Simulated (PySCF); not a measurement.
Two species compared at the same levels of theory.

First species: C7H10NP.
Structure used (GFN2-xTB), in Å, numbered top down from 1:
```xyz
19
C7H10NP angstrom
C     -2.4664   -1.2953    0.5730
C     -1.3941   -0.8608   -0.0818
C     -0.8378    0.4683    0.0377
C     -1.4708    1.5728    0.5655
P     -0.4834    3.0139    0.5225
C      0.7510    2.0669   -0.2045
N      0.4194    0.7735   -0.4081
C      1.3724   -0.1790   -0.9241
C      2.0199   -0.9861    0.1997
H     -2.9976   -0.6757    1.2740
H     -2.8445   -2.2926    0.4312
H     -0.8909   -1.5357   -0.7620
H     -2.4756    1.5540    0.9449
H      1.7276    2.4049   -0.5051
H      2.1409    0.3770   -1.4671
H      0.8782   -0.8489   -1.6336
H      2.7565   -1.6713   -0.2110
H      2.5153   -0.3181    0.9008
H      1.2701   -1.5584    0.7408
```

Second species: C₈H₉FO₂.
SMILES with atom numbers: `[CH2:1]=[CH:2]/[C:3](=[CH:4]\[F:5])[C:6](=[CH2:7])[O:8][C:9]([CH3:10])=[O:11]` (hydrogens: H12, H13 on C1; H14 on C2; H15 on C4; H16, H17 on C7; H18, H19, H20 on C10)

Structure used (GFN2-xTB), in Å, numbered top down from 1:
```
atom  x, y, z in Å
C1     1.876   -1.144    0.310
C2     1.277   -1.092   -0.874
C3     0.502    0.040   -1.367
C4     0.165    0.153   -2.655
F5     0.551   -0.739   -3.576
C6     0.082    1.103   -0.433
C7     0.248    2.400   -0.660
O8    -0.474    0.715    0.780
C9    -1.320   -0.332    0.831
C10   -1.703   -0.617    2.258
O11   -1.707   -0.936   -0.129
H12    1.837   -0.330    1.015
H13    2.438   -2.010    0.612
H14    1.358   -1.921   -1.564
H15   -0.433    0.946   -3.077
H16   -0.080    3.133    0.055
H17    0.737    2.746   -1.549
H18   -1.589    0.274    2.867
H19   -2.725   -0.982    2.294
H20   -1.046   -1.396    2.641
```

Levels: PBE0/pcSseg-1 for dipole moment, HOMO energy, LUMO energy and HOMO–LUMO gap; GFN2-xTB for rotational constant A and rotational constant C. Geometries: GFN2-xTB. Each structure is a single optimised conformer of the isolated species, non-relativistic unless stated; the electronic structure was computed with PySCF and density fitting.

The conformers computed, where there is a choice (atom-mapped SMILES and torsion angles):
- `[CH2:1]=[CH:2][c:3]1[cH:4][p:5][cH:6][n:7]1[CH2:8][CH3:9]`: C1–C2–C3–C4 -17°, C6–N7–C8–C9 97°
- `[CH2:1]=[CH:2]/[C:3](=[CH:4]\[F:5])[C:6](=[CH2:7])[O:8][C:9]([CH3:10])=[O:11]`: C1–C2–C3–C4 166°, C2–C3–C6–C7 131°, C3–C6–O8–C9 -40°, C6–O8–C9–C10 176°

```csv
property,column X,column Y
dipole moment,3.79 D,2.44 D
HOMO energy,-5.98 eV,-6.67 eV
LUMO energy,-0.78 eV,-0.99 eV
HOMO–LUMO gap,5.20 eV,5.68 eV
rotational constant A,1.713 GHz,1.596 GHz
rotational constant C,0.806 GHz,0.740 GHz
```

(1) Which column belongs to which species?

(2) How does each property change from the first species to the second?

Answers

(1) Column X is the first species and column Y the second. The first has 19 atoms and 74 electrons, the second 20 and 82.

(2) dipole moment -1.35 D; HOMO energy -0.69 eV; LUMO energy -0.21 eV; HOMO–LUMO gap +0.48 eV; rotational constant A -0.117 GHz; rotational constant C -0.066 GHz.

On the first: A dipole of 3.79 D is allowed in C1, and pure rotational transitions are dipole-allowed. The dipole matches unit charges of opposite sign 0.79 Å apart (1 e·Å = 4.8032 D).

On the second: The dipole matches unit charges of opposite sign 0.51 Å apart (1 e·Å = 4.8032 D). A dipole of 2.44 D is allowed in C1, and pure rotational transitions are dipole-allowed.
